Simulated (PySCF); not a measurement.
C₄H₅Si, SMILES C1[SiH2]C=[C]C=1, doublet at its PBE0/def2-SVP optimised geometry (Å):

```
10

C     -1.4580     0.9046    -1.1521
C     -0.7958     0.8909     0.0000
Si    -0.0375    -0.8385     0.0000
C     -0.7818    -1.3017    -1.6642
C     -1.4898    -0.2274    -2.0801
H     -0.7378     1.7033     0.7275
H     -0.5147    -1.7033     1.1228
H      1.4580    -0.8385     0.0000
H     -0.7103    -2.2228    -2.2482
H     -2.0487    -0.1734    -3.0201
```

Method: unrestricted PBE0/def2-TZVP (PySCF). Cells within 0.4 Å of a nucleus heavier than hydrogen are left out (blank, or x).

Map of the electrostatic potential (hartree/e), clipped to [-0.08, 0.12] on the plane z = 0.0 Å:

```
|1111111111111111111111111111111|
|1111111111111111111111111111111|
|1111111111111111111111111111111|
|1111111111111111111111111111111|
|1100000111111111111111111111111|
|1000000011122211111111111111111|
|0000000011233321111111111111111|
|0000000012356542111111111111111|
|0000000024799974211111111111111|
|0000000137999998311111111111111|
|0000000159999999521111111111111|
|00000001699xxx99731111111111111|
|00000001699xxx99842211111111111|
|000000015999x999974321111111111|
|0000000139999999999532111111111|
|0000000025999999999964321111111|
|0000000125999999999999842111111|
|00000011369999xx999999973211111|
|10000012369999xxx99999993211111|
|11000112369999xxx99999983211111|
|1110011135999999999999952111111|
|1111111123699999999986432111111|
|1111111112479999999743221111111|
|1111111112246999997532211111111|
|1111111111223567765322111111111|
|1111111111122344443322111111111|
|1111111111112223332222111111111|
|1111111111111222222222111111111|
|1111111111111122222221111111111|
|1111111111111112222211111111111|
|1111111111111111111111111111111|
```
Scale: ten equal steps from -0.022 (start of '0') to 0.120 (end of '9'), in the order '0123456789'; x runs from -4.00 to 4.00, y from -4.00 (bottom) to 4.00 (top).
